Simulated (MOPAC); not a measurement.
MOPAC input (PM3):

```
PM3 1SCF GEO-OK AUX(PRECISION=9) THREADS=1
H10OSi4

O    -0.28880500 1   -0.17699600 1    2.01089000 1
Si   -0.05987400 1   -0.03164300 1    0.36016600 1
Si    2.25730600 1   -0.01706400 1    0.00965100 1
Si   -0.99363800 1    1.96047500 1   -0.47717200 1
Si   -1.02085500 1   -1.83096400 1   -0.81479800 1
H    -1.19257700 1   -0.19954000 1    2.33690800 1
H     2.87934700 1   -1.27644600 1    0.48499800 1
H     2.89661800 1    1.12952500 1    0.69924900 1
H     2.49671400 1    0.11118600 1   -1.44984900 1
H    -2.44699900 1    2.01980000 1   -0.17209900 1
H    -0.34600500 1    3.15690900 1    0.11520200 1
H    -0.82270800 1    2.00470000 1   -1.95089200 1
H    -0.84870300 1   -1.61653200 1   -2.27336200 1
H    -0.39108100 1   -3.12234100 1   -0.44396400 1
H    -2.47530000 1   -1.92255100 1   -0.52316500 1
```

From the output:

```
                                                       MOPAC v23.2.5 Linux

          FINAL HEAT OF FORMATION =        -49.99644 KCAL/MOL =    -209.18511 KJ/MOL

          COSMO AREA              =        191.45 SQUARE ANGSTROMS
          COSMO VOLUME            =        207.86 CUBIC ANGSTROMS

          IONIZATION POTENTIAL    =          8.793000 EV
          HOMO LUMO ENERGIES (EV) =         -8.793 -1.867
          NO. OF FILLED LEVELS    =         16
          MOLECULAR WEIGHT        =        138.4204         POINT GROUP:  Cs

          MOLECULAR DIMENSIONS (Angstroms)

            Atom       Atom       Distance
            H    14    H    11     6.30426
            H     7    H    15     5.43243
            H    13    H     6     4.46025

          SCF CALCULATIONS        =          1

   ATOM   CHEMICAL          X               Y               Z
  NUMBER   SYMBOL      (ANGSTROMS)     (ANGSTROMS)     (ANGSTROMS)

     1       O         -0.28880500  *  -0.17699600  *   2.01089000  *
     2      Si         -0.05987400  *  -0.03164300  *   0.36016600  *
     3      Si          2.25730600  *  -0.01706400  *   0.00965100  *
     4      Si         -0.99363800  *   1.96047500  *  -0.47717200  *
     5      Si         -1.02085500  *  -1.83096400  *  -0.81479800  *
     6       H         -1.19257700  *  -0.19954000  *   2.33690800  *
     7       H          2.87934700  *  -1.27644600  *   0.48499800  *
     8       H          2.89661800  *   1.12952500  *   0.69924900  *
     9       H          2.49671400  *   0.11118600  *  -1.44984900  *
    10       H         -2.44699900  *   2.01980000  *  -0.17209900  *
    11       H         -0.34600500  *   3.15690900  *   0.11520200  *
    12       H         -0.82270800  *   2.00470000  *  -1.95089200  *
    13       H         -0.84870300  *  -1.61653200  *  -2.27336200  *
    14       H         -0.39108100  *  -3.12234100  *  -0.44396400  *
    15       H         -2.47530000  *  -1.92255100  *  -0.52316500  *

                             CARTESIAN COORDINATES

   1    O       -0.288805000    -0.176996000     2.010890000
   2   Si       -0.059874000    -0.031643000     0.360166000
   3   Si        2.257306000    -0.017064000     0.009651000
   4   Si       -0.993638000     1.960475000    -0.477172000
   5   Si       -1.020855000    -1.830964000    -0.814798000
   6    H       -1.192577000    -0.199540000     2.336908000
   7    H        2.879347000    -1.276446000     0.484998000
   8    H        2.896618000     1.129525000     0.699249000
   9    H        2.496714000     0.111186000    -1.449849000
  10    H       -2.446999000     2.019800000    -0.172099000
  11    H       -0.346005000     3.156909000     0.115202000
  12    H       -0.822708000     2.004700000    -1.950892000
  13    H       -0.848703000    -1.616532000    -2.273362000
  14    H       -0.391081000    -3.122341000    -0.443964000
  15    H       -2.475300000    -1.922551000    -0.523165000

           Empirical Formula: H10 O Si4  =    15 atoms

      MOLECULAR POINT GROUP   :   Cs

                  EIGENVALUES
 -35.82205 -17.35791 -16.73751 -16.30361 -16.01033 -14.11453 -13.28202 -12.96817
 -12.24753 -11.96468 -11.57804 -11.48548 -11.33500 -10.96051  -9.04404  -8.79300
  -1.86685  -0.93717  -0.84990   0.93635   1.09051   1.39661   1.41336   2.02811
   2.04468   2.19071   2.22548   2.25839   2.39008   5.13213

              NET ATOMIC CHARGES AND DIPOLE CONTRIBUTIONS

  ATOM NO.   TYPE          CHARGE      No. of ELECS.   s-Pop       p-Pop
    1          O          -0.455131        6.4551     1.75736     4.69777
    2         Si           0.372126        3.6279     1.04593     2.58194
    3         Si           0.325411        3.6746     0.96894     2.70565
    4         Si           0.266471        3.7335     0.99433     2.73919
    5         Si           0.266471        3.7335     0.99433     2.73919
    6          H           0.202751        0.7972     0.79725
    7          H          -0.103962        1.1040     1.10396
    8          H          -0.103962        1.1040     1.10396
    9          H          -0.103418        1.1034     1.10342
   10          H          -0.117260        1.1173     1.11726
   11          H          -0.110539        1.1105     1.11054
   12          H          -0.105580        1.1056     1.10558
   13          H          -0.105580        1.1056     1.10558
   14          H          -0.110539        1.1105     1.11054
   15          H          -0.117260        1.1173     1.11726
 DIPOLE           X         Y         Z       TOTAL
 POINT-CHG.     0.200     0.023    -0.278     0.343
 HYBRID        -0.942    -0.000     0.081     0.945
 SUM           -0.742     0.023    -0.196     0.768

          ATOMIC ORBITAL ELECTRON POPULATIONS

     Atom    s        px        py        pz
    1  O   1.75736   1.35605   1.91874   1.42298
    2 Si   1.04593   0.95339   0.90177   0.72679
    3 Si   0.96894   0.92982   0.88963   0.88620
    4 Si   0.99433   0.89244   0.94497   0.90179
    5 Si   0.99433   0.89316   0.93275   0.91329
    6  H   0.79725
    7  H   1.10396
    8  H   1.10396
    9  H   1.10342
   10  H   1.11726
   11  H   1.11054
   12  H   1.10558
   13  H   1.10558
   14  H   1.11054
   15  H   1.11726

 **********************
 *                    *
 * JOB ENDED NORMALLY *
 *                    *
 **********************

 == MOPAC DONE ==
```

The geometry given is a B3LYP-D3(BJ)/def2-TZVP minimum.
